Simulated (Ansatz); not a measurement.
Computed with Ansatz on PBE0-D4/def2-TZVP structures; ΔE is electronic, products minus reactants. CCSD(T)/CBS adds triple-zeta CCSD(T) − MP2 to the extrapolated MP2 energy (def2 sets, frozen cores). DFT in def2-TZVPP. Elements past krypton have def2 core potentials. For Te outer-core shells are correlated without core-valence functions, which leaves a few kJ/mol of doubt a bond. One conformer a species, not always the lowest.

Consider the cleavage of the Si–Si bond: `O[SiH]([SiH3])[TeH]` + `CCSS` → `CCSS[SiH3]` + `O[SiH2][TeH]`.

```json
{"level": "LDA (SPW92)", "ΔE (kJ/mol)": "-42.9"}
{"level": "BLYP-D4", "ΔE (kJ/mol)": "-49.8"}
{"level": "PBE0-D4", "ΔE (kJ/mol)": "-47.1"}
{"level": "ωB97M-V", "ΔE (kJ/mol)": "-57.9"}
{"level": "BLYP", "ΔE (kJ/mol)": "-47.9"}
{"level": "r2SCAN", "ΔE (kJ/mol)": "-50.8"}
{"level": "MP2/def2-TZVPP", "ΔE (kJ/mol)": "-63.5"}
{"level": "HF/CBS(def2)", "ΔE (kJ/mol)": "-62.8"}
```

What does CCSD(T)/CBS give? (Estimate.)

The calculation gave: -55.3 kJ/mol. The listed levels differ from it by 12.4, 5.5, 8.2, -2.6, 7.4, 4.5, -8.2, -7.5 kJ/mol.

Largest T1 diagnostic among the species: 0.012.

From BLYP to BHLYP (50 % exact exchange), in def2-TZVPP and without D4, ΔE moves by −8.9 kJ/mol. Leaving LDA and LC-ωPBE aside and taking each functional with its dispersion term where it has one, the values, not all of them listed here, spread over 15.0 kJ/mol, from ωB97M-V to PBE-D4.
